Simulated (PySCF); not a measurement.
# Computed records: BH4Si

Calculation on a computer-drawn molecule: vertical ionisation energy to the stated ion spin, frozen-core CCSD(T) at the basis limit and cheaper methods, single-reference cases, UHF for radicals, no spin-orbit; all values are single points at the evaluated structure, the first of each entry, which is the reference or a displaced copy of it and isn't optimised; the reference structure only sets the zero of the energies above reference; triples share is (T) over the correlation energy. Program: PySCF 2.14.0.

## BH4Si

Evaluated structure:
```xyz
6
BH4Si
B      0.4422     1.5576    -0.8238
Si    -0.4998     1.4375    -2.4422
H      1.0588     2.5730    -0.5939
H      0.3988     0.5283     0.2640
H     -0.5779     2.4271    -3.4274
H     -1.2782     0.2182    -2.8522
```

Reference structure:
```xyz
6
BH4Si
B      0.4462     1.5611    -0.7666
Si    -0.5326     1.3831    -2.4426
H      1.0906     2.5478    -0.5507
H      0.4040     0.6841     0.0484
H     -0.5437     2.4050    -3.5076
H     -1.3536     0.2101    -2.8014
```

- charge: 0
- multiplicity: 2
- ion multiplicity: 1
- diffuse functions: no
- basis: cc-pV(n+d)Z
- reference is: the Hartree-Fock double-zeta minimum
- best is: HF at quadruple zeta + MP2 correlation extrapolated from triple and quadruple zeta + CCSD(T) minus MP2 at triple zeta
- basis step is: the size of the change from the same recipe one zeta lower
- ionisation energy best: 8.661 eV
- ionisation energy basis step: 0.025 eV
- energy above reference best: 18.67 kcal/mol
- energy above reference basis step: 0.2245 kcal/mol
- total energy HF triple zeta: -315.8663 hartree
- total energy CCSD(T) triple zeta: -316.1303 hartree
- total energy best: -316.1598 hartree
- T1 diagnostic at triple zeta: 0.01552
- D1 diagnostic at triple zeta: 0.04285
- spin squared at triple zeta: 0.7633
- ion T1 diagnostic at triple zeta: 0.01023
- ion D1 diagnostic at triple zeta: 0.02089
- triples share at triple zeta: 0.03317
- basis functions triple zeta: 125
- dipole magnitude HF at triple zeta: 1.506 debye
- dipole magnitude CCSD unrelaxed at triple zeta: 1.541 debye
- dipole magnitude PBE at triple zeta: 1.587 debye
- dipole magnitude r2SCAN at triple zeta: 1.566 debye
- dipole magnitude B3LYP at triple zeta: 1.604 debye
- dipole magnitude wB97X at triple zeta: 1.595 debye

Drawn bonds:
```tsv
atom	other atom	order
1	2	1
1	3	1
1	4	1
2	5	1
2	6	1
```

Triple zeta:
```tsv
method	ionisation energy (eV)	energy above reference (kcal/mol)
HF	7.931	20.54
PBE	8.906	17.58
r2SCAN	9	18.43
B3LYP	8.776	18.75
wB97X	8.608	18.67
MP2	8.551	19.46
CCSD	8.543	18.9
CCSD(T)	8.615	18.68
```
